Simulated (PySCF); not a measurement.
Structure problem from calculated spectra and properties.

Formula: CH5ClO2Si.

- XPS: Si2p3/2 108.0, Cl2p3/2 206.3, C1s 292.0, O1s 539.0 (×2), Si1s 1848.1, Cl1s 2828.9 eV [ΔSCF SCAN, pcX-2 on the ionised atom, pcseg-1 elsewhere, spin-free X2C, 2p3/2 from a spin–orbit splitting computed afterwards within the 2p shell]
- Rotational structure: rotational constants A, B, C: 6.350, 1.756, 1.472 GHz [PBE0-D3(BJ)/def2-SVP]
- 1H NMR: chemical shifts (computed TMS as zero) by class: 5.05 (1 H), 2.83 (2 H), 2.11 (2 H) ppm [GIAO B97-2/pcSseg-2]
- Valence photoelectron: vertical ionisation energy: 10.61 eV [ΔSCF wB97X-D/def2-SVPD]
- NMR, other nuclei: isotropic shieldings of nuclei other than C and H, by class: 280 (2 O), 376 (1 Si), 944 (1 Cl) ppm [GIAO B97-2/pcSseg-2]
- UV, first state: lowest singlet excitation: 6.87 eV (180 nm, f = 0.011) [TDDFT wB97X-D/def2-SVPD]
- 13C NMR: chemical shifts (computed TMS as zero) by class: 34.0 (1 C) ppm [GIAO B97-2/pcSseg-2]

Gas-phase values; electronic properties from PySCF, density fitting. Levels stand in brackets. The structure is a single PBE0-D3(BJ)/def2-SVP conformer in the gas phase; no vibrational or solvent corrections. NMR values are class means; diastereotopic atoms form classes of their own.

Q: Propose a structure and show how it fits.

A: Numbering: `[OH:1][SiH:2]([OH:3])[CH2:4][Cl:5]`. Its formula, CH5ClO2Si, gives 0 degrees of unsaturation, so no ring and no π bond. The one carbon: sp3 C–Cl carbon [C4] (34.0 ppm). Hydrogen classes from least to most shielded: 1 H on an oxygen-bound silicon, Si2 (5.05 ppm), 2 H on an sp3 C–Cl carbon, C4 (2.83 ppm), 2 H on 2 silanol oxygens, O1/O3 (2.11 ppm). The other shieldings belong to: 280 ppm, silanol oxygen [O1/O3]; 376 ppm, oxygen-bound silicon [Si2]; 944 ppm, alkyl chlorine [Cl5]. The core levels belong to: Si2p3/2 108.0 eV, oxygen-bound silicon [Si2]; Cl2p3/2 206.3 eV, alkyl chlorine [Cl5]; C1s 292.0 eV, sp3 C–Cl carbon [C4]; O1s 539.0 eV, silanol oxygen [O1/O3]; Si1s 1848.1 eV, oxygen-bound silicon [Si2]; Cl1s 2828.9 eV, alkyl chlorine [Cl5]. One atom of each topological class was ionised and stands for its class. The first electron is taken from the HOMO, whose largest Löwdin shares are 0.42 on the alkyl chlorine, 0.21 on the sp3 C–Cl carbon, 0.12 on the oxygen-bound silicon and 0.11 on a silanol oxygen. The optimised geometry has point group C1 and is an asymmetric top. Structure: `O[SiH](O)CCl`. The assignments are read from this structure; whether some other isomer fits the data as well wasn't checked.

Shape of the structure used: `[OH:1][SiH:2]([OH:3])[CH2:4][Cl:5]`: O1–Si2–C4–Cl5 -171°, H–O1–Si2–O3 64°, H–O3–Si2–O1 157°.
